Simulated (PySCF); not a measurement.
**NMR data sheet: C8H6FN**

```
Formula                               : C8H6FN
SMILES                                : N#CCc1ccccc1F
InChI                                 : InChI=1S/C8H6FN/c9-8-4-2-1-3-7(8)5-6-10/h1-4H,5H2
Point group of the computed structure : C1
Degrees of unsaturation               : 6
Carbon signals                        : 8
Proton signals                        : 5
```

Bonds (- single, = double, # triple, : aromatic): N1#C2, C2-C3, C3-C4, C4:C5, C5:C6, C6:C7, C7:C8, C8:C9, C9-F10, C9:C4. C3 carries H11, H12; C5 carries H13; C6 carries H14; C7 carries H15; C8 carries H16.

One averaged value for each set of equivalent atoms, non-relativistic Hamiltonian, isolated molecule, single conformer. Couplings computed with B3LYP/pcJ-1 (spin–dipole term only in couplings to heteroatoms); GIAO B97-2/pcSseg-1 shieldings; PBE0-D3(BJ)/def2-SVP structure; PySCF 2.14.0 with density-fitted response routines.

Referencing at the same level of theory: 1H (σ = 31.38 ppm), 13C (σ = 183.69 ppm) against TMS; 19F (σ = 178.12 ppm) against CFCl3; 15N (σ = 262.91 ppm) vs NH3.

```tsv
carbon	δC, type	δH (multiplicity, J in Hz)	HMBC from (abs. J ≥ 3 Hz)	span of the C tensor (ppm)
C2	118.9, C	–	H11/H12	342
C3	19.3, CH2	3.56 (dt, 2.6, 1.2)	H13	30
C4	120.1, C	–	H14, H16, H11/H12	181
C5	131.7, CH	7.87 (m)	H15, H11/H12	216
C6	126.8, CH	7.33 (m)	H16	224
C7	132.4, CH	7.42 (m)	H13	224
C8	117.2, CH	7.11 (m)	H14	183
C9	164.6, C	–	H13, H15, H16, H11/H12	150
```

Other nuclei:
```csv
atoms,nucleus,environment,δ (ppm),σ (ppm)
F10,19F,aryl fluorine,-117.5,295.7
N1,15N,nitrile nitrogen,303.5,-40.6
```

Selected couplings (Hz, signed; the shortest-range and largest first, 30 at most; isotopes 13C, 19F, 1H, 15N): 1J(C9,F10) -312.0, 1J(C5,H13) 170.9, 1J(C6,H14) 170.9, 1J(C8,H16) 170.8, 1J(C7,H15) 170.0, 1J(C3,H11) 140.9, 2J(C8,F10) 18.0, 2J(C4,F10) 11.8, 3J(F10,H16) 10.3, 3J(H15,H16) 9.2, 3J(H13,H14) 8.6, 3J(H14,H15) 8.3, 3J(C3,F10) 7.5, 3J(C7,F10) 5.4, 3J(N1,H11) -1.6, 4J(F10,H13) 7.3, 4J(C6,F10) 6.6, 4J(F10,H15) 5.0, 4J(F10,H11) 2.6, 4J(C2,F10) 1.6, 4J(H11,H13) -1.4, 4J(H13,H15) 1.4.

Carbon types of the structure: 3 × C, 4 × CH, 1 × CH2, which accounts for all hydrogens. δC 164.6: aromatic carbon bearing fluorine; an ipso carbon deshielded by its heteroatom. δC 132.4, 131.7, 126.8, 117.2: aromatic CH. δC 120.1: substituted aromatic carbon. δC 118.9: nitrile carbon; typical of a nitrile. δC 19.3: sp3 CH2 on an aromatic ring; aliphatic region, no heteroatom directly attached.

C–F couplings over four or more bonds (about 3 Hz to the para carbon of a fluoroarene) are left out. Common functionals overestimate the size of one-bond C–F couplings by tens of Hz; these are unscaled. Splittings below 1 Hz are ignored in the labels, and close J values are merged. Unscaled 3J(H,H) at this level run about 10 % above measured values. Shifts are as computed. Against solution values, carbons near 30 ppm lie about +1 ppm off and those near 130 ppm about +2 ppm. Of 1211 compounds with measured shifts, 218 miss one by over three times the rms of a fit or turn the order of signals round; such compounds aren't used in these exercises. Unscaled 19F shifts against computed CFCl3 carry errors that often reach 10 to 50 ppm. Experimental scales use liquid or dissolved standards, which lie at an offset from isolated NH3 (liquid NH3: subtract about 20 ppm). Unscaled 15N shifts of sp2 nitrogen come out 20 to 40 ppm too high even then.
